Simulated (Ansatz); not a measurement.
A run for Ansatz (an electronic-structure program): R-wB97M-V/def2-TZVPP on C3H3BrF2 (SMILES C=C(Br)C(F)F), atoms moved off the minimum.

Ansatz 0.2 input:
```yaml
crystal:
  periodic: [false, false, false]
  atoms:
    - {symbol: C, position_ang: [-1.39418086, -1.14044634, -0.74502423]}
    - {symbol: C, position_ang: [-0.37278837, -0.41908611, -0.28347654]}
    - {symbol: Br, position_ang: [-0.50049438, 1.48791899, 0.33993040]}
    - {symbol: C, position_ang: [1.10128189, -0.91079612, -0.28130150]}
    - {symbol: F, position_ang: [1.06774681, -2.16866204, -0.93242447]}
    - {symbol: F, position_ang: [1.57113494, -1.10491719, 0.94287126]}
    - {symbol: H, position_ang: [-1.31329187, -2.10993604, -1.08200267]}
    - {symbol: H, position_ang: [-2.43425621, -0.70284056, -0.61185316]}
    - {symbol: H, position_ang: [1.72318422, -0.29178546, -0.99763172]}
basis:
  gaussian:
    orbitals: def2-TZVPP
hamiltonian:
  xc: {name: wB97M-V}
scf: {lower_state_search: off}
output: {forces: true}
```

It printed:

```
WARN ansatz: RAYON_NUM_THREADS=8 ignored (pool sized by the plan → 8); use --threads N
Functional definition: wB97M-V
these checks for a lower state are left out or cut short: stability, starts, cluster_reference, orbital_swaps, neighbouring_geometries, increment
integrals: 0.26 GiB planned
1437 factors; their error is unknown
integrals: 0.30 GiB planned
284 factors; integrals over basis functions are off by at most 3.3e-5 eV
0.36 GiB of the device are held for the grids
1.89 GiB of device memory are held for the factors and their scratch space
mean field: 1.50 GiB planned
mean field evaluation 1: about -78631.9547 eV, gradient 4.4e1 eV
mean field evaluation 2: about -78632.4811 eV, gradient 4.4e1 eV
mean field evaluation 4: about -78635.6409 eV, gradient 2.5e0 eV
mean field evaluation 8: about -78635.6600 eV, gradient 6.1e-2 eV
mean field evaluation 16: about -78635.9115 eV, gradient 1.6e-4 eV
mean field -78635.91149657 eV, -2889.8164461637 hartree, gradient 9.2e-6 eV, S^2 0.000000; 0 other end points of the search recorded, 0 dependent functions left out
the calculation of the forces begins
reference -78635.91153712 eV, -2889.8164476540 hartree; 37, 37 occupied and 208, 208 virtual orbitals, 1437 factors
Total energy: -78635.91153712 eV, -2889.8164476540 hartree
Atom 0 at    -1.394181    -1.140446    -0.745024 Å, force    -1.427773     3.633257     1.969780 eV/Å
Atom 1 at    -0.372788    -0.419086    -0.283477 Å, force     0.727604     0.437685     0.058447 eV/Å
Atom 2 at    -0.500494     1.487919     0.339930 Å, force    -0.022008    -1.916133    -0.532403 eV/Å
Atom 3 at     1.101282    -0.910796    -0.281301 Å, force    -1.492948    -0.491092    -2.736740 eV/Å
Atom 4 at     1.067747    -2.168662    -0.932424 Å, force     0.199049     0.858588     0.824348 eV/Å
Atom 5 at     1.571135    -1.104917     0.942871 Å, force     0.350016     0.327972     0.082930 eV/Å
Atom 6 at    -1.313292    -2.109936    -1.082003 Å, force     0.450833    -1.851877    -0.694957 eV/Å
Atom 7 at    -2.434256    -0.702841    -0.611853 Å, force     1.459288    -0.623714    -0.504404 eV/Å
Atom 8 at     1.723184    -0.291785    -0.997632 Å, force    -0.244060    -0.374687     1.533000 eV/Å
Dipole moment:    -0.171590     0.039208    -0.207791 e Å
Checks for a lower state left out: stability, starts, cluster_reference, orbital_swaps, neighbouring_geometries, increment
```

Self-consistency was reached.
